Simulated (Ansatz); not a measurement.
`CC(C)(C)C#CC#CC#CC#CC#CC#CC#CC#CC#CC(C)(C)C`. Charge 0, multiplicity 3. Geometry PBE-D4/def2-SVP, that of the neutral singlet.

```xyz
44

C    10.1417    4.5207    6.8443
C     9.4089    5.5655    5.9659
C     8.8422    6.6986    6.8575
C    10.3896    6.1568    4.9225
C     8.3029    4.9101    5.2649
C     7.3641    4.3577    4.6697
C     6.3461    3.7549    4.0239
C     5.4008    3.1919    3.4200
C     4.3939    2.5947    2.7815
C     3.4390    2.0302    2.1812
C     2.4364    1.4354    1.5450
C     1.4834    0.8697    0.9372
C     0.4816    0.2774    0.3018
C    -0.4748   -0.2874   -0.3031
C    -1.4778   -0.8785   -0.9377
C    -2.4331   -1.4415   -1.5445
C    -3.4361   -2.0345   -2.1817
C    -4.3873   -2.6000   -2.7871
C    -5.3954   -3.1953   -3.4253
C    -6.3481   -3.7523   -4.0231
C    -7.3675   -4.3538   -4.6680
C    -8.3034   -4.9091   -5.2649
C    -9.4104   -5.5635   -5.9654
C    -8.8708   -6.2267   -7.2573
C   -10.0286   -6.6407   -5.0393
C   -10.4797   -4.5018   -6.3253
H    10.5501    3.6978    6.2254
H    10.9830    5.0066    7.3799
H     9.4559    4.0820    7.5955
H     8.1330    6.2969    7.6077
H     9.6719    7.2021    7.3947
H     8.3102    7.4552    6.2480
H    11.2319    6.6576    5.4426
H    10.8037    5.3620    4.2715
H     9.8829    6.9028    4.2792
H    -8.4200   -5.4729   -7.9324
H    -9.7016   -6.7268   -7.7961
H    -8.0996   -6.9862   -7.0217
H   -10.8697   -7.1432   -5.5596
H   -10.4159   -6.1873   -4.1058
H    -9.2779   -7.4081   -4.7665
H   -10.0559   -3.7184   -6.9839
H   -11.3241   -4.9868   -6.8569
H   -10.8755   -4.0119   -5.4141
```

Single mean-field runs in def2-TZVP are fitted with def2-universal-jkfit. At PBE0-D4/def2-TZVP a singlet of charge 0 lies 1.31 eV below the triplet at the same geometry.

Task: Estimate the α-spin orbital energies around the gap (eV) in Ansatz with PBE-D4/def2-TZVP, PBE0-D4/def2-TZVP.

Result: 
```tsv
orbital	PBE-D4/def2-TZVP	PBE0-D4/def2-TZVP
HOMO−5	-6.88	-7.94
HOMO−4	-6.20	-7.23
HOMO−3	-6.09	-6.97
HOMO−2	-5.49	-6.50
HOMO−1	-5.32	-6.14
HOMO	-4.00	-4.70
LUMO	-3.82	-3.41
LUMO+1	-2.82	-2.35
LUMO+2	-2.70	-2.04
LUMO+3	-1.64	-0.97
LUMO+4	-1.51	-0.67
LUMO+5	-0.40	0.46
β HOMO	-5.22	-5.95
β LUMO	-5.03	-4.66
```
